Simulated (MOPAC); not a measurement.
Input file for MOPAC: AM1 on CH5FSe (a complex), monomers drawn apart or pushed together.

```
AM1 1SCF PRECISE CHARGE=0 THREADS=1
CH5FSe

C     -0.24367259 1    -0.09483055 1    -0.40008142 1
F      0.25328633 1    -1.22183524 1     0.25290307 1
H      0.49330603 1     0.23447330 1    -1.13322222 1
H     -1.17646022 1    -0.36450977 1    -0.89614617 1
H     -0.41956330 1     0.68409243 1     0.34183621 1
Se    -0.46425776 1    -0.15382102 1     5.98098841 1
H      0.09982999 1     0.52127252 1     7.16035409 1
H      0.87154478 1    -0.42734165 1     5.43734098 1
```

Program output:

```
*******************************************************************************
 **                                                                           **
 **                              MOPAC v23.2.5                                **
 **                                                                           **
 *******************************************************************************
 ** MOPAC's Digital Object Identifier: https://doi.org/10.5281/zenodo.6511958 **
 **                                                                           **
 ** Please cite the open-source release paper for use of this MOPAC version:  **
 ** J. E. Moussa and J. J. P. Stewart (2026)                                  **
 ** MOPAC: An open-source semiempirical molecular orbital program             **
 ** J. Open Source Softw., 11(119), 8025, https://doi.org/10.21105/joss.08025 **
 *******************************************************************************

                              AM1 CALCULATION RESULTS

 *******************************************************************************
 *  AM1        - The AM1 Hamiltonian to be used
 *
 *
 *
 *                 CHARGE ON SYSTEM = 0
 *
 *
 *
 *  PRECISE    - TIGHTER CRITERIA TO BE USED
 *  1SCF       - DO 1 SCF AND THEN STOP
 *  THREADS=1  - MULTI-THREADING NOT USED
 *  T=         - A TIME OF 172800.0 SECONDS REQUESTED
 *  DUMP=N     - RESTART FILE WRITTEN EVERY 7200.0 SECONDS REQUESTED
 *******************************************************************************
AM1 1SCF PRECISE CHARGE=0 THREADS=1
 CH5FSe

   ATOM   CHEMICAL          X               Y               Z
  NUMBER   SYMBOL      (ANGSTROMS)     (ANGSTROMS)     (ANGSTROMS)

     1       C         -0.24367259  *  -0.09483055  *  -0.40008142  *
     2       F          0.25328633  *  -1.22183524  *   0.25290307  *
     3       H          0.49330603  *   0.23447330  *  -1.13322222  *
     4       H         -1.17646022  *  -0.36450977  *  -0.89614617  *
     5       H         -0.41956330  *   0.68409243  *   0.34183621  *
     6      Se         -0.46425776  *  -0.15382102  *   5.98098841  *
     7       H          0.09982999  *   0.52127252  *   7.16035409  *
     8       H          0.87154478  *  -0.42734165  *   5.43734098  *



          CARTESIAN COORDINATES

    NO.       ATOM           X           Y           Z

     1         C         -0.2437     -0.0948     -0.4001
     2         F          0.2533     -1.2218      0.2529
     3         H          0.4933      0.2345     -1.1332
     4         H         -1.1765     -0.3645     -0.8961
     5         H         -0.4196      0.6841      0.3418
     6        Se         -0.4643     -0.1538      5.9810
     7         H          0.0998      0.5213      7.1604
     8         H          0.8715     -0.4273      5.4373

  H: (AM1): M.J.S. DEWAR ET AL, J. AM. CHEM. SOC. 107 3902-3909 (1985)
  C: (AM1): M.J.S. DEWAR ET AL, J. AM. CHEM. SOC. 107 3902-3909 (1985)
  F: (AM1): M.J.S. DEWAR AND E. G. ZOEBISCH, THEOCHEM, 180, 1 (1988).
 Se: (AM1): J. J. P. STEWART, J. MOL. MOD., 10, 155-164 (2004)

           Empirical Formula: C H5 F Se  =     8 atoms



      MOLECULAR POINT GROUP   :   C1


      RHF CALCULATION, NO. OF DOUBLY OCCUPIED LEVELS = 11


 -------------------------------------------------------------------------------
 AM1 1SCF PRECISE CHARGE=0 THREADS=1
 CH5FSe



     1SCF WAS SPECIFIED, SO BFGS WAS NOT USED
     SCF FIELD WAS ACHIEVED


                              AM1 CALCULATION
                                                       MOPAC v23.2.5 Linux




          FINAL HEAT OF FORMATION =        -32.62129 KCAL/MOL =    -136.48747 KJ/MOL


          COSMO AREA              =        129.57 SQUARE ANGSTROMS
          COSMO VOLUME            =         96.73 CUBIC ANGSTROMS

          IONIZATION POTENTIAL    =          7.780080 EV
          HOMO LUMO ENERGIES (EV) =         -7.780  0.233
          NO. OF FILLED LEVELS    =         11
          MOLECULAR WEIGHT        =        115.0089         POINT GROUP:  C1

          MOLECULAR DIMENSIONS (Angstroms)

            Atom       Atom       Distance
            H     7    H     3     8.30786
            H     4    H     8     2.36225
            H     5    F     2     1.80888


          SCF CALCULATIONS        =          1





   ATOM   CHEMICAL          X               Y               Z
  NUMBER   SYMBOL      (ANGSTROMS)     (ANGSTROMS)     (ANGSTROMS)

     1       C         -0.24367259  *  -0.09483055  *  -0.40008142  *
     2       F          0.25328633  *  -1.22183524  *   0.25290307  *
     3       H          0.49330603  *   0.23447330  *  -1.13322222  *
     4       H         -1.17646022  *  -0.36450977  *  -0.89614617  *
     5       H         -0.41956330  *   0.68409243  *   0.34183621  *
     6      Se         -0.46425776  *  -0.15382102  *   5.98098841  *
     7       H          0.09982999  *   0.52127252  *   7.16035409  *
     8       H          0.87154478  *  -0.42734165  *   5.43734098  *

                             CARTESIAN COORDINATES

   1    C       -0.243672590    -0.094830550    -0.400081420
   2    F        0.253286330    -1.221835240     0.252903070
   3    H        0.493306030     0.234473300    -1.133222220
   4    H       -1.176460220    -0.364509770    -0.896146170
   5    H       -0.419563300     0.684092430     0.341836210
   6   Se       -0.464257760    -0.153821020     5.980988410
   7    H        0.099829990     0.521272520     7.160354090
   8    H        0.871544780    -0.427341650     5.437340980


           Empirical Formula: C H5 F Se  =     8 atoms



      MOLECULAR POINT GROUP   :   C1


                  EIGENVALUES
 -48.49275 -28.24429 -20.25678 -16.60268 -16.59672 -16.31269 -12.76947 -12.22033
 -12.21626 -11.49347  -7.78008   0.23304   0.81562   3.96059   3.96981   4.04649
   4.62086


              NET ATOMIC CHARGES AND DIPOLE CONTRIBUTIONS

  ATOM NO.   TYPE          CHARGE      No. of ELECS.   s-Pop       p-Pop
    1          C          -0.036049        4.0360     1.22047     2.81558
    2          F          -0.186795        7.1868     1.92639     5.26040
    3          H           0.073799        0.9262     0.92620
    4          H           0.074145        0.9259     0.92585
    5          H           0.074900        0.9251     0.92510
    6         Se           0.058932        5.9411     1.96025     3.98082
    7          H          -0.031157        1.0312     1.03116
    8          H          -0.027776        1.0278     1.02778
 DIPOLE           X         Y         Z       TOTAL
 POINT-CHG.    -0.843     1.248    -0.859     1.734
 HYBRID         0.950     0.237     0.296     1.023
 SUM            0.107     1.485    -0.563     1.592


          ATOMIC ORBITAL ELECTRON POPULATIONS

     Atom    s        px        py        pz
    1  C   1.22047   0.98988   0.85881   0.96689
    2  F   1.92639   1.89372   1.53580   1.83088
    3  H   0.92620
    4  H   0.92585
    5  H   0.92510
    6 Se   1.96025   0.98180   1.75983   1.23920
    7  H   1.03116
    8  H   1.02778

 **********************
 *                    *
 * JOB ENDED NORMALLY *
 *                    *
 **********************




 == MOPAC DONE ==
```

The run finished.

Cost: around 0.020 core-seconds (rough).
